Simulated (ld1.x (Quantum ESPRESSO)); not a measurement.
# Transferability test, TM potential for In (Z = 49)

| Item | Value |
| --- | --- |
| Element | In (Z = 49) |
| Generator | ld1.x (Quantum ESPRESSO) 7.5 |
| Type | norm-conserving Troullier–Martins (Kleinman–Bylander form) |
| Functional | PBEsol |
| Relativity | scalar-relativistic |
| Frozen core | [Kr] |
| Valence charge | 13 |
| Reference configuration | 4d10 5s2 5p0.75 (charge +0.25) |
| Partial waves | 5p (bound): rc 2.10 bohr; 4d (bound): rc 1.60 bohr; 5s (bound): rc 1.85 bohr |
| Local potential | the s channel |
| Core correction | a·sin(br)/r model core inside 0.95 bohr |

Energies are relative to the spin-unpolarised reference configuration 4d10 5s2 5p0.75; without spin polarisation the order of configurations can differ from experiment.

| valence configuration | charge | ΔE all-electron (eV) | error AE − PS (meV) |
| --- | --- | --- | --- |
| 4d10 5s2 5p1 | 0 | -0.796 | +0.3 |
| 4d10 5s2 5p0 | +1 | 4.565 | -1.6 |
| 4d10 5s1 5p0 | +2 | 23.843 | -14 |
| 4d10 5s1 5p1 | +1 | 11.219 | -2.9 |
| 4d10 5s2 5p1.3 | -0.3 | -1.327 | +0.4 |

Task: What are ΔE and the potential's error for 4d10 5s0 5p3?

Result: ΔE = 11.217 eV all-electron; the error (AE − PS) is -7.3 meV.

Task: What are ΔE and the potential's error for 4d9 5s2 5p2?

Result: ΔE = 17.463 eV all-electron; the error (AE − PS) is -276 meV.

Levels in the configuration 4d10 5s2 5p0:

| level | all-electron (eV) | pseudo (eV) |
| --- | --- | --- |
| 4d | -26.073 | -26.040 |
| 5s | -14.984 | -14.985 |
